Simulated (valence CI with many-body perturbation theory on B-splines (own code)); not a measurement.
**Questions on Ba XXV**

Computed by valence CI with perturbative core correlation (CI+MBPT): four valence electrons over a frozen Dirac-Fock core [Ar] 3d10, a basis of 11 s, 11 p, 10 d, 8 f, 5 g, 2 h functions for each j, with the one-electron correlation potential Σ1, the two-electron term Σ2, the three-electron term Σ3, Breit, model QED; selected CI, second order for the rest, scaled by the run's own slope (own B-spline code, finite nucleus).

No measured levels were compared; by estimate levels hold to about 250 cm⁻¹ or 0.2 % of their energy and the worst to 1 %, as in measured heavy ions of charge 2 to 7; those with d or f electrons hold less well. Among the levels kept, up to 470 cm⁻¹ of a level comes from second order outside the variational space, and about a tenth of that is noise between levels of different J, which matters for small intervals.

Levels are named by their leading jj configuration (3d3/2^4 stands for four electrons in 3d with j = 3/2), which in mixed levels can hold well under half, so a name can repeat and another be missing.

Rates and lifetimes use the calculated energies. Strong lines usually hold to 10 to 20 %, long lifetimes can be off by a factor of two.

What is the ground level?

(4s^2 4p1/2^2) J=0, composition 76 % 4s²4p² ³P + 23 % 4s²4p² ¹S.

What is the ionisation energy?

809.86 eV; NIST lists 809 ± 4 eV (theoretical).

Among levels below 2381300 cm⁻¹, which E1 lines absorb most strongly from the ground level?

to (4s^2 4p1/2 4d3/2) J=1 at 10.17 nm, f = 1.57; to (4s 4p1/2^2 4p3/2) J=1 at 15.42 nm, f = 0.403; to (4s 4p1/2 4p3/2^2) J=1 at 11.66 nm, f = 0.169.

Name the longest-lived excited levels whose lifetime is computed, and their main decay.

(4s^2 4p1/2 4p3/2) J=2 at 164830 cm⁻¹ lives 2.61 ms, mostly by E2 to (4s^2 4p1/2^2) J=0; (4s^2 4p3/2 4d5/2) J=4 at 1089600 cm⁻¹ lives 26.0 μs, mostly by M1 to (4s^2 4p1/2 4d5/2) J=3; (4s^2 4p1/2 4p3/2) J=1 at 143430 cm⁻¹ lives 24.6 μs, mostly by M1 to (4s^2 4p1/2^2) J=0.

How well does LS coupling describe the low levels?

Among the lowest 20 levels the leading LS term, summed over configurations, holds 67 % on average. For single configurations the figures are 64 % in LS and 87 % in jj coupling. Terms mix most in the J = 2 level at 945930 cm⁻¹, where the leading one holds 40 %.
